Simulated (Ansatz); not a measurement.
Conformers of `O[SiH2]S[SiH3]`, each relaxed with PBE0-D4/def2-TZVP in Ansatz. CBS adds the triple-zeta coupled-cluster correction to the MP2 limit.

Not all of them had a frequency check.

Conformer A:

Z-matrix (Å, degrees):
```
Si
S 1 2.138
O 1 1.639 2 113.1
H 1 1.476 2 108.1 3 -116.5
H 1 1.488 2 107.1 3 122.9
Si 2 2.136 1 96.9 3 -95.2
H 3 0.959 1 118.0 2 53.8
H 6 1.483 2 106.6 1 167.5
H 6 1.488 2 110.6 1 48.7
H 6 1.484 2 111.6 1 -72.4
```

Conformer B:

Z-matrix (Å, degrees):
```
Si
S 1 2.133
O 1 1.643 2 112.7
H 1 1.484 2 104.2 3 122.4
H 1 1.478 2 111.2 3 -117.0
Si 2 2.142 1 97.8 3 56.4
H 3 0.959 1 117.4 2 55.1
H 6 1.485 2 110.0 1 38.0
H 6 1.483 2 106.7 1 157.7
H 6 1.484 2 111.2 1 -83.2
```

Q: Which is lowest in electronic energy at CCSD(T)/CBS (frozen core, def2 sets), and by how much? (Estimate.)

A: Ansatz gave: B; A lies 2.4 kJ/mol higher.

Q: Give the energies relative to B (kJ/mol) with r2SCAN-D4/def2-TZVPP, PBE0-D4/def2-TZVPP, ωB97X-V/def2-TZVPP, PBE/def2-TZVPP, B3LYP/def2-TZVPP, CCSD(T)/def2-TZVPP, CCSD/CBS(def2). (Estimate.)

A: Ansatz gave: 
```json
{"level": "r2SCAN-D4/def2-TZVPP", "A": "2.6"}
{"level": "PBE0-D4/def2-TZVPP", "A": "2.4"}
{"level": "ωB97X-V/def2-TZVPP", "A": "2.8"}
{"level": "PBE/def2-TZVPP", "A": "2.2"}
{"level": "B3LYP/def2-TZVPP", "A": "2.8"}
{"level": "CCSD(T)/def2-TZVPP", "A": "2.6"}
{"level": "CCSD/CBS(def2)", "A": "2.4"}
```

B3LYP here is the variant with VWN-RPA as its local correlation; programs differ in this.
